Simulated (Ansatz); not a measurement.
Kohn–Sham single points on C2H9GaSi.

```yaml
crystal:
  periodic: [false, false, false]
  atoms:
    - {symbol: C, position_ang: [-1.405035, -0.050218, 1.189565]}
    - {symbol: Si, position_ang: [0.204135, -0.989980, 1.107121]}
    - {symbol: Ga, position_ang: [2.295015, -0.310766, -1.443779]}
    - {symbol: C, position_ang: [0.740875, 0.971222, -1.842609]}
    - {symbol: H, position_ang: [-1.472181, 0.518017, 2.119886]}
    - {symbol: H, position_ang: [-1.484616, 0.647806, 0.353841]}
    - {symbol: H, position_ang: [-2.254408, -0.735562, 1.147715]}
    - {symbol: H, position_ang: [0.318355, -1.758782, -0.168027]}
    - {symbol: H, position_ang: [0.340865, -1.949793, 2.234213]}
    - {symbol: H, position_ang: [1.375378, -0.064265, 1.145986]}
    - {symbol: H, position_ang: [-0.208687, 0.454216, -2.018961]}
    - {symbol: H, position_ang: [0.987172, 1.521395, -2.759113]}
    - {symbol: H, position_ang: [0.583734, 1.711912, -1.050938]}
basis:
  gaussian: {orbitals: def2-TZVPP}
hamiltonian: {xc: pbe, dispersion: d4}
output: {forces: true, orbitals: {seedname: orbitals}}
```

```sh
$ ansatz run in.yaml --threads 4 --pin off --events-out ev --progress --plain --max-ram 10444MiB
```

Output, abridged:

```
Functional definition: PBE
1547 factors; their error is unknown
mean field evaluation 1: about -62442.0852 eV, gradient 9.4e1 eV
mean field evaluation 2: about -62381.8848 eV, gradient 1.5e2 eV
mean field evaluation 4: about -62460.7614 eV, gradient 1.8e1 eV
mean field evaluation 8: about -62461.6080 eV, gradient 3.3e-1 eV
mean field evaluation 16: about -62461.5663 eV, gradient 5.5e-3 eV
mean field -62461.56628295 eV, -2295.4202229280 hartree, gradient 4.0e-5 eV, S^2 0.000000; 0 other end points of the search recorded, 0 dependent functions left out
reference -62461.56633070 eV, -2295.4202246828 hartree; 33, 33 occupied and 245, 245 virtual orbitals, 1547 factors
Total energy: -62461.85583560 eV, -2295.4308637916 hartree
Atom 0 at    -1.405035    -0.050218     1.189565 Å, force     0.023409    -0.012194    -0.000519 eV/Å
Atom 1 at     0.204135    -0.989980     1.107121 Å, force     0.030922    -0.013056    -0.010914 eV/Å
Atom 2 at     2.295015    -0.310766    -1.443779 Å, force     0.122058    -0.127240     0.064681 eV/Å
Atom 3 at     0.740875     0.971222    -1.842609 Å, force     0.019159    -0.014016     0.000674 eV/Å
Atom 4 at    -1.472181     0.518017     2.119886 Å, force    -0.019233     0.108412     0.173210 eV/Å
Atom 5 at    -1.484616     0.647806     0.353841 Å, force    -0.020578     0.134938    -0.157930 eV/Å
Atom 6 at    -2.254408    -0.735562     1.147715 Å, force    -0.163424    -0.123539    -0.007086 eV/Å
Atom 7 at     0.318355    -1.758782    -0.168027 Å, force     0.025668    -0.078056    -0.124696 eV/Å
Atom 8 at     0.340865    -1.949793     2.234213 Å, force     0.021436    -0.100184     0.113418 eV/Å
Atom 9 at     1.375378    -0.064265     1.145986 Å, force     0.124775     0.080983    -0.000098 eV/Å
Atom 10 at    -0.208687     0.454216    -2.018961 Å, force    -0.178092    -0.096325    -0.029449 eV/Å
Atom 11 at     0.987172     1.521395    -2.759113 Å, force     0.046971     0.102657    -0.171540 eV/Å
Atom 12 at     0.583734     1.711912    -1.050938 Å, force    -0.033072     0.137620     0.150246 eV/Å
Dipole moment:    -0.311962     0.088866     0.136343 e Å
```

It took 3.5 s on 4 threads of an Arm Neoverse V1 on a shared host, with 0.4 GiB of host memory at the peak.

With the line `hamiltonian: {xc: {name: wB97X-V}}` and no forces (abridged; 12 s):

```
Functional definition: wB97X-V
mean field evaluation 16: about -62470.3266 eV, gradient 4.2e-4 eV
mean field -62470.32662734 eV, -2295.7421596464 hartree, gradient 3.4e-5 eV, S^2 0.000000
Total energy: -62470.32662504 eV, -2295.7421595620 hartree
```

Changing it to `hamiltonian: {xc: {name: wB97M-V}}` (abridged; 17 s):

```
Functional definition: wB97M-V
mean field evaluation 16: about -62471.9269 eV, gradient 3.0e-4 eV
mean field -62471.92690156 eV, -2295.8009686394 hartree, gradient 2.7e-5 eV, S^2 0.000000
Total energy: -62471.92695743 eV, -2295.8009706925 hartree
Atom 0 force    -0.022596     0.014191     0.002741 eV/Å
Atom 1 force     0.102731    -0.079823     0.017131 eV/Å
Atom 2 force     0.016703     0.031964    -0.055535 eV/Å
Atom 3 force    -0.007644    -0.005604     0.011969 eV/Å
Atom 4 force     0.000477    -0.040825    -0.070278 eV/Å
Atom 5 force     0.001734    -0.047631     0.059436 eV/Å
Atom 6 force     0.060510     0.054509     0.003199 eV/Å
Atom 7 force    -0.019124     0.089830     0.138241 eV/Å
Atom 8 force    -0.020513     0.114845    -0.129878 eV/Å
Atom 9 force    -0.135776    -0.096640    -0.004814 eV/Å
Atom 10 force     0.048597     0.039313     0.010497 eV/Å
Atom 11 force    -0.022810    -0.036600     0.066470 eV/Å
Atom 12 force    -0.002288    -0.037529    -0.049180 eV/Å
Dipole moment:    -0.294412     0.078304     0.135844 e Å
```
